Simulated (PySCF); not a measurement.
Mapped SMILES: `[CH2:1]=[C:2]([CH2:3][CH2:4][F:5])[SiH2:6][O:7][CH3:8]`. Each H is labelled by its parent atom. Ha(C1) is cis to C3; Hb(C1) is trans to C3.

PySCF calculation with shieldings: GIAO PBE0/pcSseg-1 and GFN2-xTB structure; non-relativistic Hamiltonian, one computed conformer, one averaged value for each set of equivalent atoms, gas phase.

References, each an isolated molecule treated in the same way: 13C (186.93 ppm), 1H (31.72 ppm), 29Si (349.16 ppm) vs TMS; CFCl3 for 19F (170.95 ppm); H2O for 17O (336.08 ppm).

| atoms | nucleus | count | δ (ppm) |
| --- | --- | --- | --- |
| Hb(C1) | 1H | 1 | 5.88 |
| H(C3) | 1H | 2 | 2.61 |
| C4 | 13C | 1 | 85.1 |
| O7 | 17O | 1 | ? |
| C1 | 13C | 1 | 141.8 |
| H(C8) | 1H | 3 | 3.73 |
| H(C4) | 1H | 2 | ? |
| C3 | 13C | 1 | 47.0 |
| C2 | 13C | 1 | 152.5 |
| F5 | 19F | 1 | ? |
| Ha(C1) | 1H | 1 | 6.38 |
| C8 | 13C | 1 | ? |
| H(Si6) | 1H | 2 | 5.05 |
| Si6 | 29Si | 1 | -18.7 |

Fill in the missing shifts.

Results:


- C8: 53.1 ppm, methyl carbon bonded to O; the inductive effect lowers its shielding
- H(C4): 4.96 ppm, hydrogen on an sp3 CH2 bonded to F; its carbon carries F, which withdraws density
- F5: -248.0 ppm, fluorine on an sp3 carbon
- O7: 12.2 ppm, oxygen bonded to C, Si

Shifts are as computed. Against solution values, carbons near 30 ppm lie about +3 ppm off and those near 130 ppm about +5 ppm (rms about the fit 2.1 ppm; single classes can miss by 10 ppm). Of 1328 compounds with measured shifts, 309 miss one by over three times the rms of a fit or turn the order of signals round; such compounds aren't used in these exercises. Signals without a measured value on file couldn't be tested in this way; 1H shifts scatter by 0.2 ppm about their fit, and single ones miss by 0.5 ppm. Unscaled 19F shifts against computed CFCl3 carry errors that often reach 10 to 50 ppm. Experimental scales use liquid or dissolved standards, which lie at an offset from isolated H2O (liquid H2O: subtract about 36 ppm).
